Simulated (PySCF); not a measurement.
CH3F3O3Sn, SMILES [C](F)(F)(F)[Sn]([OH])([OH])[OH] (connectivity only; charge and spin as stated), charge -1, multiplicity 2. Atoms are numbered in the order given.

```xyz
11

O     -2.5953    -0.7204    -0.6484
Sn    -0.6142    -0.0460    -0.3007
O     -0.8573     1.9786    -0.0924
O     -0.9068    -0.6225     1.6333
C      1.7275    -0.0880     0.1464
F      2.4516     0.4483    -0.8735
F      2.1142     0.5822     1.2544
F      2.2063    -1.3515     0.2948
H     -2.8288    -0.5844    -1.5713
H     -1.0764     2.1341     0.8327
H     -1.8216    -0.9189     1.6760
```
Charge -1, spin multiplicity 2.

Geometry: PBE0-D3(BJ)/def2-SVPD. The def2 effective core potentials stand for the cores of Sn; spin–orbit coupling is left out. One conformer was computed; it need not be the lowest.

The numbers are results of PySCF with PBE0/def2-SVPD, not measurements.

Mulliken values depend strongly on the basis, most of all with diffuse functions as here. ESP charges are fitted to the potential on shells at 1.4 to 2.0 van der Waals radii. Atomic charges (e):

```tsv
atom	ESP fit	Mulliken	Mulliken spin
O1	-0.76	-0.64	0.13
Sn2	0.36	1.33	0.67
O3	-0.73	-0.79	-0.02
O4	-0.76	-0.83	0.00
C5	0.47	0.98	0.21
F6	-0.27	-0.47	0.01
F7	-0.20	-0.47	0.00
F8	-0.25	-0.46	0.01
H9	0.34	0.05	-0.02
H10	0.38	0.16	0.01
H11	0.42	0.15	0.00
```
